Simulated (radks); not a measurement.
Values are calculated unless marked as measured or tabulated.
Ionisation of Re, [Xe] 4f14 5d5 6s2, to Re+, [Xe] 4f14 5d5 6s1, under several functionals. Scalar-relativistic Kohn-Sham, spin-polarised, spherical densities, finite nucleus; open shells are filled with parallel spins first (spin-orbit coupling, left out, can overturn this in heavy ions); a radial shooting solver on a logarithmic mesh with Libxc functionals.

functional                                        E(Re) (hartree)  Exc (hartree)  IE (eV)  -e(HOMO) (eV)  <r> HOMO (bohr)  IE error (eV)
LDA (Slater exchange, Perdew-Zunger correlation)      -16679.9398      -320.8847    8.160          5.222            3.212         +0.326
exchange-only r2SCAN                                  -16686.9020      -326.5348    5.979          3.825            3.603         -1.855
BP86                                                  -16691.6014      -332.5319    7.904          5.036            3.243         +0.070
exchange-only B88                                     -16686.5158      -327.3892    6.534          3.900            3.428         -1.300
PW91                                                  -16691.2322      -332.1701    7.712          4.857            3.257         -0.121
SOGGA                                                 -16684.1466      -325.0763    7.440          4.689            3.266         -0.394
r2SCAN                                                -16691.4260      -331.1187    7.269          4.912            3.382         -0.565
exchange-only PBE                                     -16685.1188      -325.9865    6.739          3.939            3.429         -1.094
RPBE                                                  -16690.0734      -331.0132    7.579          4.685            3.299         -0.254

NIST Atomic Spectra Database: 7.834 eV (measured). Closest: BP86. The Delta-SCF values span 2.18 eV, the total energies 11.66 hartree. The highest occupied level is 6s. Open shells are spherical and high-spin; term and fine-structure splittings are not resolved. Spin-orbit splitting is averaged out at the scalar-relativistic level.
